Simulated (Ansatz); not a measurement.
Isolated molecules relaxed with PBE0-D4/def2-TZVP in Ansatz; ΔE leaves out vibrations. CCSD(T)/CBS is the MP2 limit (def2-TZVPP, def2-QZVPP) plus CCSD(T) − MP2 in def2-TZVPP, frozen cores. This one scheme is used for every species. DFT in def2-TZVPP. B3LYP here is the variant with VWN-RPA as its local correlation; programs differ in this. HSE06 is defined as in plane-wave codes. For Se outer-core shells are correlated without core-valence functions, which leaves a few kJ/mol of doubt a bond. Scalar relativity is left out up to krypton. One conformer a species, not always the lowest.

Consider the ligand exchange at the Si–S bond: `N[SiH]([SiH3])S` + H₂Se → `N[SiH]([SiH3])[SeH]` + H₂S.

`N[SiH]([SiH3])S`:

Cartesian coordinates in Å:
```
N 0.579 1.738 0.623
Si -0.497 0.540 0.038
Si 0.697 -1.221 -0.935
S -1.677 -0.283 1.650
H 1.326 1.494 1.253
H 0.251 2.676 0.786
H -1.388 1.223 -0.938
H -0.221 -2.366 -1.191
H 1.758 -1.672 0.007
H 1.334 -0.823 -2.220
H -2.162 -1.307 0.927
```

H₂Se:

```xyz
3

Se   -0.569    0.261   -0.276
H     0.380   -0.783   -0.677
H     0.189    0.522    0.952
```

`N[SiH]([SiH3])[SeH]`:

Cartesian coordinates in Å:
```
N 1.410 0.669 -0.985
Si 0.407 -0.442 -0.157
Si -1.094 0.770 1.165
Se -0.704 -1.643 -1.763
H 1.644 1.565 -0.591
H 2.077 0.366 -1.676
H 1.103 -1.475 0.667
H -1.900 -0.177 1.980
H -2.004 1.565 0.297
H -0.387 1.705 2.087
H -0.553 -2.902 -1.024
```

H₂S:

Z-matrix (Å, degrees):
```
S
H 1 1.341
H 1 1.341 2 92.3
```

(1) Is it downhill or uphill in electronic energy at CCSD(T)/CBS, and by how much? (Best estimate.)

(2) What do these levels give: PBE0-D4, r2SCANh-D4, ωB97X-V, B2PLYP, revPBE, B3LYP, r2SCANh, HSE06, CAM-B3LYP, MP2/def2-TZVPP, MP2/def2-QZVPP, SCS-MP2/def2-QZVPP? (Estimate.)

(3) What do rigid-rotor, harmonic-oscillator terms from PBE0-D4/def2-TZVP frequencies (298.15 K, 1 bar) make of the CCSD(T)/CBS value? (Best estimate.)

Largest T1 diagnostic among the species: 0.012.

Results:

(1) Ansatz gave: Downhill: ΔE = -1.1 kcal/mol.

(2) Computed: PBE0-D4 -0.7, r2SCANh-D4 -0.5, ωB97X-V -0.4, B2PLYP -0.5, revPBE -0.3, B3LYP -0.3, r2SCANh -0.4, HSE06 -0.6, CAM-B3LYP -0.2, MP2/def2-TZVPP -1.1, MP2/def2-QZVPP -1.3, SCS-MP2/def2-QZVPP -1.0 kcal/mol.

(3) Computed: ΔZPE = +0.1 kcal/mol, ΔH = -0.8 kcal/mol, ΔS = 1 J/(mol·K), ΔG = -0.9 kcal/mol.

Leaving LDA and LC-ωPBE aside and taking each functional with its dispersion term where it has one, the values, not all of them listed here, spread over 1.3 kcal/mol, from BHLYP-D4 to B97M-V.
